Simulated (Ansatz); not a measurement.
CH4BFN2 (`N=C(N)BF`), relaxed with RKS PBE0-D4/def2-TZVP in Ansatz 0.2.0 from a GFN2-xTB geometry. The force threshold is 0.005 eV/Å; the program also tests the step.

The species carries charge 0 and has multiplicity 1.

Start:

```xyz
9

N    -1.461   -0.609   -0.342
C    -0.346   -0.086    0.026
N    -0.401    0.891    0.975
B     1.084   -0.467   -0.533
F     2.093    0.344   -0.296
H    -1.356   -1.370   -1.005
H     0.397    1.480    1.131
H    -1.312    1.228    1.239
H     1.302   -1.411   -1.194
```

```tsv
step	energy (eV)	largest force (eV/Å)	largest move (Å)
1	-7471.2590	0.527	0.000
2	-7471.2909	0.267	0.058
3	-7471.3041	0.224	0.075
4	-7471.3050	0.199	0.056
5	-7471.3099	0.066	0.029
6	-7471.3103	0.021	0.009
7	-7471.3105	0.017	0.014
8	-7471.3107	0.027	0.014
9	-7471.3107	0.047	0.017
10	-7471.3108	0.021	0.005
11	-7471.3108	0.004	0.002
```

End:

```xyz
9

N    -1.432   -0.669   -0.332
C    -0.361   -0.067    0.042
N    -0.412    0.928    0.969
B     1.043   -0.455   -0.543
F     2.111    0.253   -0.214
H    -1.199   -1.403   -0.995
H     0.386    1.517    1.115
H    -1.315    1.268    1.257
H     1.177   -1.372   -1.300
```

Run time 21 s (2 threads of an AMD EPYC 7R13 on a shared host and a share of an NVIDIA H100 80 GB); peak host memory 0.85 GiB.
